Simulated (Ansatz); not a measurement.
F₃STa, SMILES `[F][Ta]([F])([F])=[S]`. The species carries charge 0 and has multiplicity 1. Ta: def2 effective core potential. The structure was optimised at the PBE0-D4/def2-TZVP level.

```xyz
5

F     1.402   -0.112    1.252
Ta    0.066    0.019   -0.032
F    -0.063    1.764   -0.655
F     0.402   -1.147   -1.437
S    -1.805   -0.523    0.872
```

Problem. What is the dipole moment at ωB97M-V/def2-TZVPP? (An estimate is asked.)

Solution. Computed: 1.73 D, with components (1.51, 0.44, -0.73) D in this frame, pointing from negative to positive charge.

Problem. And with PBE, r2SCAN, B3LYP? (An estimate is asked.)

Solution. Ansatz gave: PBE 1.60 D, r2SCAN 1.70 D, B3LYP 1.53 D.

Problem. Give the Mulliken charges with ωB97M-V, r2SCAN, B3LYP in def2-TZVPP. (Estimate.)

Solution. Ansatz gave: 
```tsv
atom	ωB97M-V	r2SCAN	B3LYP
F1	-0.29	-0.29	-0.30
Ta2	1.10	1.15	1.15
F3	-0.29	-0.29	-0.30
F4	-0.29	-0.29	-0.30
S5	-0.23	-0.27	-0.26
```

B3LYP here is the variant with VWN-RPA as its local correlation; programs differ in this.
